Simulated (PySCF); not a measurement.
Ga(H)(Br)(OH) (BrGaH2O), SMILES [OH][GaH][Br].

Geometry: TPSSh-D3(BJ)/def2-SVP. One conformer was computed; it need not be the lowest.

Calculation: TPSSh-D3(BJ)/def2-SVP run with PySCF.

Frequencies are harmonic and unscaled.

```tsv
mode	ν (cm⁻¹)	IR (km/mol)	moving atoms (share of kinetic energy)
1	151	4.6	O 59 %, Ga 19 %, Br 14 %, H 8 %
2	310	35.2	Ga 51 %, Br 47 %
3	353	60.4	H 95 %
4	451	91.6	H 88 %
5	592	162.7	H 96 %
6	710	60.8	O 79 %, Ga 18 %
7	803	75.8	H 91 %
8	2028	126.1	H 99 %
9	3800	67.3	H 94 %
```
